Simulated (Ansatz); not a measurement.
```xyz
11

O    -1.415    0.154   -0.097
C    -0.048   -0.137   -0.250
O     0.217   -0.690   -1.521
Ga    0.813    1.661    0.042
As    0.656   -1.521    1.004
H    -1.915   -0.674   -0.108
H    -0.017   -0.034   -2.188
H     1.386    2.099    1.432
H     0.870    2.587   -1.229
H    -0.474   -2.509    0.709
H    -0.071   -0.937    2.207
```

Total charge 0; spin multiplicity 1.

List the PBE0/def2-TZVPP orbital energies in eV (the Gaussian-basis code of Ansatz). (An estimate is asked.)

The calculation gave: Occupied: -11598.11, -10147.26, -1468.67, -1312.12, -1312.11, -1312.08, -1253.15, -1109.35, -1109.22, -1109.21, -523.22, -523.14, -281.03, -192.03, -151.39, -138.72, -138.71, -138.58, -104.44, -104.10, -104.09, -45.18, -45.17, -45.07, -45.06, -45.00, -30.04, -28.25, -23.53, -23.37, -23.36, -23.21, -23.19, -19.13, -16.93, -15.63, -13.35, -12.25, -12.06, -11.25, -10.14, -9.26, -9.06, -8.64, -7.60, -6.84. Lowest empty: -1.69, 0.17, 0.57, 0.94, 1.31, 1.59, 1.71, 2.35.
